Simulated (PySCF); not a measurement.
## Two-component Hartree-Fock for Co⁹⁺ (cobalt, charge +9)

Start: [Ar]. Calculated with PySCF 2.14 in an uncontracted even-tempered set (20 s from 0.16 bohr⁻², ratio 2.6; 14 p from 0.2 bohr⁻², ratio 2.6; 6 d from 0.21 bohr⁻², ratio 2.8; 3 f from 7.4 bohr⁻², ratio 2.8): generalised Hartree-Fock with the X2C-1e Hamiltonian and a Gaussian nucleus; spin-orbit coupling (SO) screened by Boettger's factors.

```csv
spinor shell,electrons,"ε, screened SO (eV)",weight of nominal j (screened SO),"rms radius, screened SO (bohr)"
1s1/2,2,-8000.1,1.000,0.0649
2s1/2,2,-1193.9,1.000,0.275
2p1/2,2,-1061.4,1.000,0.245
2p3/2,4,-1046.1,1.000,0.248
3s1/2,2,-323.31,1.000,0.754
3p1/2,2,-277.46,1.000,0.767
```

**Question.** Where does 3p3/2 lie, and what is the 3p spin-orbit splitting (screened SO)?

**Answer.** At -274.91 eV, 2.548 eV above 3p1/2.

```
   quantity  screened SO
E (hartree)  -1364.22540
        M_J            0
       ⟨J²⟩        0.000
       ⟨L²⟩        0.001
       ⟨S²⟩        0.001
```
